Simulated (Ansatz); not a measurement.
Isolated molecules relaxed with PBE0-D4/def2-TZVP in Ansatz; ΔE leaves out vibrations. CCSD(T)/CBS adds triple-zeta CCSD(T) − MP2 to the extrapolated MP2 energy (def2 sets, frozen cores). This one scheme is used for every species. Functionals use def2-TZVPP. B3LYP here is the variant with VWN-RPA as its local correlation; programs differ in this. One conformer a species, not always the lowest.

`CN([SiH2]O)[SiH](F)F` + H₂ → `CN([SiH2]O)[SiH2]F` + H–F  (hydrogenolysis of the Si–F bond)

Is it downhill or uphill in electronic energy at CCSD(T)/CBS, and by how much? (An estimate is asked.)

Ansatz gave: Uphill: ΔE = +137.0 kJ/mol.

What do these levels give: r2SCAN-D4, PBE0-D4, B3LYP-D4, ωB97X-V, PBE, PBE0, HF/def2-TZVPP, CCSD/def2-TZVPP, HF/def2-QZVPP, MP2/def2-QZVPP, SCS-MP2/def2-QZVPP, MP2/CBS(def2)? (Best estimate.)

The calculation gave: r2SCAN-D4 146.7, PBE0-D4 130.6, B3LYP-D4 139.4, ωB97X-V 138.6, PBE 128.9, PBE0 129.3, HF/def2-TZVPP 139.8, CCSD/def2-TZVPP 135.6, HF/def2-QZVPP 141.7, MP2/def2-QZVPP 140.4, SCS-MP2/def2-QZVPP 139.7, MP2/CBS(def2) 140.0 kJ/mol.

Largest T1 diagnostic among the species: 0.012.
